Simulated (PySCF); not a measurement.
Species: C5H9PS.
Atom-mapped SMILES: `[CH3:1][C:2]#[C:3][P:4]([CH3:5])([CH3:6])=[S:7]` (hydrogens: H8, H9, H10 on C1; H11, H12, H13 on C5; H14, H15, H16 on C6)

Geometry (GFN2-xTB, Å), atoms numbered from 1 in this order:
```xyz
16
C5H9PS angstrom
C      0.837   -3.181   -0.281
C      0.539   -1.796   -0.017
C      0.255   -0.633    0.134
P     -0.016    1.031    0.652
C     -1.829    1.241    0.451
C      0.720    2.015   -0.712
S      0.668    1.446    2.419
H      1.339   -3.616    0.583
H      1.489   -3.263   -1.151
H     -0.084   -3.730   -0.473
H     -2.146    0.954   -0.549
H     -2.080    2.284    0.644
H     -2.327    0.616    1.191
H      0.325    1.704   -1.677
H      0.503    3.068   -0.536
H      1.799    1.869   -0.690
```

Mulliken charges (e) from the PBE0/pcSseg-1 density (PySCF), one withheld:

```csv
atom,bonded to,charge
C1,C2 H8 H9 H10,-0.1786
C2,C1 C3,-0.2875
C3,C2 P4,-0.1733
P4,C3 C5 C6 S7,?
C5,P4 H11 H12 H13,-0.3981
C6,P4 H14 H15 H16,-0.3982
S7,P4,-0.3504
H8,C1,+0.1619
H9,C1,+0.1571
H10,C1,+0.1570
H11,C5,+0.1441
H12,C5,+0.1570
H13,C5,+0.1666
H14,C6,+0.1439
H15,C6,+0.1569
H16,C6,+0.1666
```

**Question.** What is the charge on P4?

**Answer.** The charges add up to the total charge, 0. The others sum to -0.3750, which leaves +0.3750 e for P4 (phosphorus bonded to 3 C and S); the computed value is +0.3751, the difference coming from rounding.

**Question.** Add each hydrogen's charge to the atom that carries it.

**Answer.** C1 +0.2974, C5 +0.0696, C6 +0.0692. Atoms without hydrogen keep their charges.

**Question.** Across which bond do the charges differ most?

**Answer.** P4–C6: +0.3751 on P4 against -0.3982 on C6, a difference of 0.7733 e (P4–C5 within 0.003 e of it). The lower charge is on the more electronegative element of the two (Pauling values: C 2.55, P 2.19).

**Question.** Take the bonds between elements whose Pauling electronegativities differ by more than 0.25. In how many does the more electronegative atom carry the lower charge?

**Answer.** In 13 of 13.

**Question.** How much positive and how much negative charge does this set hold in all?

**Answer.** +1.7862 e on 10 atoms and -1.7861 e on 6.

The Mulliken scheme counts on each atom the diagonal of the density matrix times the overlap matrix over that atom's basis functions. Geometry: GFN2-xTB; no solvent, vibrations or thermal averaging.

The run behind these numbers computed NMR shieldings as well. Cost: about 1.6 min of CPU time on one thread (grids of density and orbitals included); the machine was shared, so the figure is rough.
